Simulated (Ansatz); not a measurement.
diantimony (Sb2), SMILES [Sb]#[Sb].

Geometry: B3LYP-D3(BJ)/def2-TZVP. The def2 effective core potentials stand for the cores of Sb; spin–orbit coupling is left out.

Two levels are set side by side: PBE/def2-TZVPD (Ansatz, an electronic-structure program) and PBE0/def2-TZVPD (Ansatz). Energy differences of separate SCF runs at the same geometry; the states with an electron removed or added have multiplicity 2 and 2. Differences are taken from unrounded values.

```
quantity                           PBE0
---------------------------------  ----
vertical ionisation energy (eV)    8.52
vertical electron affinity (eV)    1.17
vertical singlet–triplet gap (eV)  1.45
```

What does PBE give, and how far is it from PBE0? (The exact figures need the calculation; the answer reports its results.)


| quantity | PBE | PBE minus PBE0 |
|---|---|---|
| vertical ionisation energy (eV) | 8.55 | 0.03 |
| vertical electron affinity (eV) | 1.01 | -0.15 |
| vertical singlet–triplet gap (eV) | 1.68 | 0.22 |
